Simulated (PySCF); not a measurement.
Coordinates in bohr (charge 0 multiplicity 5):
```
Co    1.2830    0.0000   -0.3764
S    -2.4996    0.0000    0.6978
H     4.2645    0.0000   -0.1186
```

All numbers come from UPBE0/[Co def2-TZVP, S def2-TZVP, H def2-TZVP], no relativity, density fitting, PySCF.

This geometry of HCoS is a stationary point at this level.

**Question.** What is the point group?

**Answer.** Cs.

**Question.** Is it a minimum?

**Answer.** Yes: all harmonic wavenumbers are real.

**Question.** List the harmonic modes with their infrared intensities.

**Answer.** 
```
symmetry  ω (cm⁻¹)  IR (km/mol)
      a'       166          163
      a'       382         16.5
      a'      1806          330
```

**Question.** Give the atomic charges and bond orders.

**Answer.** 
```
atom  Mulliken  Löwdin  polar tensor  spin (Mulliken)  Mayer order to Co1
 Co1      0.46    0.11          0.82             2.85                   –
  S2     -0.30    0.08         -0.35             1.18                1.51
  H3     -0.16   -0.19         -0.47            -0.02                0.91
```

This need not be the most stable arrangement of these atoms. Open d and f shells are described by one determinant, and the ground state may have another occupation or spin. At this level a triplet minimum of Cs symmetry lies 120 kJ/mol below this structure.
